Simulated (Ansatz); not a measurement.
A structure relaxed at PBE0/def2-TZVP in Ansatz, charge 1, doublet:

Cartesian coordinates in Å:
```
Li 0.847 1.881 1.799
Li 2.649 -0.356 0.672
Li 0.168 -1.060 2.506
Li -1.548 -0.343 -2.231
Li -1.416 -2.364 0.098
Li -1.118 2.476 -0.701
Li 1.133 -1.810 -1.692
Li -0.017 0.036 -0.010
Li 1.671 1.244 -1.781
Li -2.369 0.295 1.341
```

Question: Give its formula.

Answer: the cluster Li₁₀⁺.

Question: Summarise the bond lengths by kind (pairs closer than 1.2 times the sum of covalent radii, bridged metal pairs left out).

Answer: 9 × Li–Li 2.72 to 2.78 Å.

The charge 1 doublet is spin-contaminated (final ⟨S²⟩ up to 0.85, 0.75 for a pure state). The relaxation made no stability test and no search for a lower SCF solution. The structure comes from a short search, and lower isomers may exist.
